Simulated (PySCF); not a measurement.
**BePb: frontier orbitals**

BLYP at R = 2.431 Å; Be def2-SVP, Pb def2-SVP with ECP60; scalar-relativistic core potentials (PySCF 2.14). State: ³Σ⁻ (triplet), unpaired electrons π ↑↑. Only the outer orbitals are listed, counted within each symmetry, core potentials removing the inner ones.

```json
{"spin": "α", "orbital": "5σ", "occ.": "1", "ε (eV)": "-12.16", "on Be (%)": "7", "main shells (%)": "92 Pb s"}
{"spin": "α", "orbital": "6σ", "occ.": "1", "ε (eV)": "-6.06", "on Be (%)": "63", "main shells (%)": "62 Be s, 32 Pb p"}
{"spin": "α", "orbital": "3π", "occ.": "1", "ε (eV)": "-3.95", "on Be (%)": "26", "main shells (%)": "74 Pb p, 26 Be p"}
{"spin": "α", "orbital": "3π", "occ.": "1", "ε (eV)": "-3.95", "on Be (%)": "26", "main shells (%)": "74 Pb p, 26 Be p"}
{"spin": "α", "orbital": "7σ", "occ.": "0", "ε (eV)": "-3.49", "on Be (%)": "69", "main shells (%)": "44 Be p, 30 Pb p, 25 Be s"}
{"spin": "α", "orbital": "4π", "occ.": "0", "ε (eV)": "-1.51", "on Be (%)": "72", "main shells (%)": "72 Be p, 27 Pb p"}
{"spin": "α", "orbital": "4π", "occ.": "0", "ε (eV)": "-1.51", "on Be (%)": "72", "main shells (%)": "72 Be p, 27 Pb p"}
{"spin": "β", "orbital": "5σ", "occ.": "1", "ε (eV)": "-11.55", "on Be (%)": "8", "main shells (%)": "91 Pb s"}
{"spin": "β", "orbital": "6σ", "occ.": "1", "ε (eV)": "-5.60", "on Be (%)": "63", "main shells (%)": "62 Be s, 33 Pb p"}
{"spin": "β", "orbital": "7σ", "occ.": "0", "ε (eV)": "-3.31", "on Be (%)": "68", "main shells (%)": "48 Be p, 30 Pb p, 20 Be s"}
{"spin": "β", "orbital": "3π", "occ.": "0", "ε (eV)": "-3.16", "on Be (%)": "32", "main shells (%)": "68 Pb p, 32 Be p"}
{"spin": "β", "orbital": "3π", "occ.": "0", "ε (eV)": "-3.16", "on Be (%)": "32", "main shells (%)": "68 Pb p, 32 Be p"}
```

Task: Which are the highest filled and the lowest empty level, where do they sit, and how wide is the gap?

Result: Highest filled α 3π at -3.95 eV (in %: 74 Pb p, 26 Be p); lowest empty α 7σ at -3.49 eV (in %: 44 Be p, 30 Pb p, 25 Be s); the gap at BLYP is 0.46 eV.

```
bond order (Mayer)                               : 1.73
⟨S²⟩                                             : 2.003
charge on Be (Mulliken, basis-dependent)         : 0.07
charge on Be (Löwdin, basis-dependent)           : -0.01
dipole moment (positive dipole means Be(−)Pb(+)) : -0.58 D
```

Spin–orbit coupling is left out, which matters for elements this heavy, above all for dissociation energies. The state was picked by a PBE0 search and need not be the measured ground state.
